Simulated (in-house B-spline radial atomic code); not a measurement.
Sn²⁺. Computed with a B-spline radial atomic code. Model: non-relativistic spherical atom: semilocal Troullier-Martins pseudo-atom, one channel per l, against all electrons, high spin, G0W0 and RPA with empty states to l = 8, local potential for every l without a channel, a model core (radius 0 = none) keeps its share of the functional.

Without relativity these are model numbers for so heavy an element.

What the tables leave out is listed at the end.

The pseudopotential gives back the lowest level of each angular momentum of its own functional in the configuration it was made in; a second state of the same l is only approximately right. Exact exchange, RPA and GW see the smooth pseudo-orbitals and miss the exchange with the core, for which the functional's share stands in. The column with an uncorrelated core keeps all orbitals and exact exchange, and so separates missing core correlation from pseudisation. Only the three outermost levels and the lowest empty one were computed. RPA here is direct RPA, with no exchange kernel, and its energies carry an (l + 1/2)⁻⁴ tail. A hybrid on a potential with a model core restores only its own semilocal share of the core's exchange.

Command:
```bash
python run_psgw.py task.json out
```
Settings (lengths in bohr, energies in hartree):
```
Z                      50
electrons              48
configuration          [Kr] 4d10 5s2
generated_in           [Kr] 4d10 5s2 5p2
functional             lda,vwn
core_shells            8
radius_factor          0.8
core_correction        True
ion_configuration      [Kr] 4d10 5s1
```

Run time, properties included: 38 s on 1 thread of Intel(R) Xeon(R) Platinum 8488C (Sapphire Rapids), on a shared host.

Given: made with LDA VWN5; model core radius 0.691 bohr; local radius 0.908 bohr; mean-field start LDA VWN5.

Valence shells of the generating configuration: 4d, 5s, 5p.

Channel: s 1.665, p 2.071, d 0.703 (radii in bohr).

Computed: largest level miss in the spin-unpolarised generating configuration 0.001 eV; valence RPA correlation energy pseudo -1.1647 hartree; all-electron RPA polarisability, core included 13.675 bohr³; ionisation by mean-field all-electron 29.937 eV; ionisation by mean-field pseudo minus all 0.002 eV; ionisation by RPA all-electron 29.804 eV; ionisation by RPA pseudo minus all 0.888 eV.

| level | occupied | mean-field all-electron (eV) | mean-field pseudo minus all (eV) | G0W0 all-electron (eV) | G0W0 uncorrelated core minus all (eV) | G0W0 pseudo minus all (eV) | exchange self-energy all-electron (eV) | exchange self-energy pseudo (eV) |
| --- | --- | --- | --- | --- | --- | --- | --- | --- |
| 5s | 1 | -25.473 | 0.008 | -29.791 | 0.041 | -0.64 | -15.188 | -13.509 |
| 5p (empty) | 0 | -18.085 | -0.002 | -14.544 | 0.032 | -0.407 | -5.1861 | -4.3977 |

(1) What is the valence RPA correlation energy all-electron orbitals?

(2) What is the pseudo-atom RPA polarisability?

Given: mean-field start PBE0.

Computed: valence RPA correlation energy pseudo -1.1191 hartree; all-electron RPA polarisability, core included 12.783 bohr³; pseudo-atom RPA polarisability 12.733 bohr³; ionisation by mean-field pseudo minus all 0.188 eV; ionisation by RPA all-electron 29.626 eV; ionisation by RPA pseudo minus all 0.81 eV.

```json
{"level": "5s", "occupied": "1", "mean-field all-electron (eV)": "-25.926", "mean-field pseudo minus all (eV)": "-0.165", "G0W0 all-electron (eV)": "-29.642", "G0W0 uncorrelated core minus all (eV)": "0.045", "G0W0 pseudo minus all (eV)": "-0.616", "exchange self-energy all-electron (eV)": "-14.867", "exchange self-energy pseudo (eV)": "-13.419"}
{"level": "5p (empty)", "occupied": "0", "mean-field all-electron (eV)": "-16.783", "mean-field pseudo minus all (eV)": "-0.273", "G0W0 all-electron (eV)": "-14.535", "G0W0 uncorrelated core minus all (eV)": "0.032", "G0W0 pseudo minus all (eV)": "-0.339", "exchange self-energy all-electron (eV)": "-4.8021", "exchange self-energy pseudo (eV)": "-4.3245"}
```

(3) What is the ionisation by mean-field all-electron?

(4) What is the valence RPA correlation energy all-electron orbitals?

Results:

(1) -0.72451 hartree.

(2) 13.67 bohr³.

(3) 29.154 eV.

(4) -0.68228 hartree.

Among the listed levels the largest G0W0 shift of the pseudo-atom is -0.64 eV, for 5s on the LDA VWN5 start, while leaving the core uncorrelated moves that level by +0.04 eV. So pseudisation and the lost core exchange, not the missing core correlation, make the error. Not in the tables (levels of low weight, unsolved or above zero; the highest and the empty levels are kept at any weight): on LDA the G0W0 levels 4d (pseudo minus all +3.26 eV, weights 0.52 and 0.60); on PBE0 the G0W0 levels 4d (pseudo minus all +4.52 eV, weights 0.24 and 0.88); no Hartree-Fock pseudo-atom is run with a model core.
